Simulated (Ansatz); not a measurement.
Sn10O4H16⁻, relaxed as a doublet with UKS PBE-D4/def2-SVP in Ansatz, starting from the PBE-D4/def2-SVP geometry of the neutral singlet. Force threshold 0.03 eV/Å.

In the def2 sets Sn takes a core potential; there is no spin–orbit coupling. The relaxation made no stability test and no search for a lower SCF solution.

Start:

```xyz
30

Sn   -2.480    1.003    1.406
Sn    1.903    1.873   -0.437
Sn   -1.074   -0.872   -2.489
Sn    1.680   -2.533    1.768
Sn   -3.332    0.220   -1.172
Sn    0.707    1.299   -2.951
Sn   -0.054    2.453    1.541
Sn   -1.680   -1.090    3.131
Sn    3.272   -0.337    0.680
Sn   -0.251   -2.647   -0.401
O     3.113    3.517   -0.523
O    -1.955   -1.591   -4.188
O     1.810   -3.269   -0.606
O     0.425   -1.021    3.117
H    -3.719    1.793    2.347
H     2.582    4.314   -0.725
H    -1.321   -2.165   -4.662
H     2.358   -2.719   -1.201
H    -3.999    1.663   -1.873
H    -4.640   -0.900   -0.946
H    -0.070    2.655   -3.721
H     1.960    0.774   -4.040
H    -0.399    4.131    1.845
H     0.642    1.874    3.055
H     0.729   -0.086    3.161
H    -2.002   -0.832    4.823
H     4.433    0.414    1.746
H     4.234   -0.968   -0.642
H    -1.862   -2.778    2.784
H    -1.010   -4.176   -0.824
```

(1) Estimate the energy that the relaxation releases and the steps that it takes.

(2) Does the start keep its bonding?

(3) Predict the relaxed structure.

Answers

(1) 0.57 eV, in 35 steps; 3.1 min on 2 threads of AMD EPYC 7R13 on a shared host and a share (18 GiB) of an NVIDIA H100 80GB HBM3. The force fell under the threshold at step 22, but the optimiser went on and released 0.012 eV more. No frequencies were taken in this run, so the end may be a saddle point.

(2) By distances, no bond broke or formed. The bond that changes most is Sn3–Sn10, from 2.86 to 3.17 Å (atoms count from 1).

(3) 
```
atom    x (Å)    y (Å)    z (Å)
 Sn1  -2.4309   0.8344   1.2242
 Sn2   1.9161   1.6466  -0.4959
 Sn3  -0.9316  -1.2237  -3.1407
 Sn4   1.6893  -2.5048   2.0624
 Sn5  -3.0444  -0.1295  -1.4007
 Sn6   0.5254   1.2725  -2.9541
 Sn7  -0.0322   2.3352   1.4620
 Sn8  -1.6318  -1.0673   3.1707
 Sn9   3.3333  -0.4063   0.8647
Sn10  -0.0495  -2.3908  -0.3314
 O11   3.1666   3.2829  -0.5946
 O12  -1.9367  -0.7905  -4.9405
 O13   1.9287  -3.3758  -0.2352
 O14   0.4486  -0.8859   3.4294
 H15  -3.7045   1.6369   2.1465
 H16   2.7274   3.9477  -1.1605
 H17  -2.6283  -1.4759  -5.0445
 H18   2.5944  -2.8441  -0.7189
 H19  -3.8969   1.2928  -1.9915
 H20  -4.4011  -1.1882  -1.0086
 H21  -0.3657   2.7714  -3.1676
 H22   1.7980   1.4253  -4.1557
 H23  -0.4148   4.0313   1.6604
 H24   0.5970   1.9098   3.0663
 H25   0.6913   0.0642   3.3302
 H26  -2.1650  -0.7460   4.8126
 H27   4.5291   0.4866   1.7891
 H28   4.3151  -1.1597  -0.3954
 H29  -1.6965  -2.7960   2.9786
 H30  -0.9305  -3.9531  -0.2613
```
Bond lengths (bridged metal pairs left out): 11 × Sn–Sn 2.84 to 3.17 Å; 5 × O–Sn 2.06 to 2.46 Å; 12 × H–Sn 1.74 to 1.80 Å; 4 × H–O 0.98 to 0.99 Å.
